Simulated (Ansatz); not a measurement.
Ti3H2. Total charge 0; triplet. Geometry PBE0-D4/def2-TZVP; atoms count from 1.

```csv
atom,x (Å),y (Å),z (Å)
Ti1,-1.063,-0.972,-1.120
Ti2,-0.677,-0.531,1.513
Ti3,0.811,0.532,-0.166
H4,0.186,0.230,-1.947
H5,0.743,0.741,1.720
```

The charge 0 triplet is spin-contaminated (final ⟨S²⟩ up to 4.26, 2.00 for a pure state). The geometry of the triplet was relaxed on an unsound state (⟨S²⟩ 4.26, where a pure state has 2.00). The structure comes from a short search, and lower isomers may exist.

Estimate the Mulliken populations from the PBE0/def2-TZVP orbitals of Ansatz.


```
atom  charge (e)  spin (α − β)  d electrons
 Ti1        0.06         -2.65         2.85
 Ti2        0.03          2.45         2.70
 Ti3        0.25          2.26         2.77
  H4       -0.19          0.03            –
  H5       -0.15         -0.08            –
```
Mulliken values and Mayer orders depend strongly on the basis.

Where does the spin sit?

Summed by element: Ti 2.05, H -0.05, of 2 unpaired in all. Largest on single atoms: Ti1 -2.65, Ti2 2.45, Ti3 2.26.

And the Mayer bond orders between bonded heavy atoms (over 0.3)?

Ti1–Ti2 1.22 (2.70 Å); Ti1–Ti3 0.86 (2.59 Å); Ti2–Ti3 1.23 (2.48 Å).
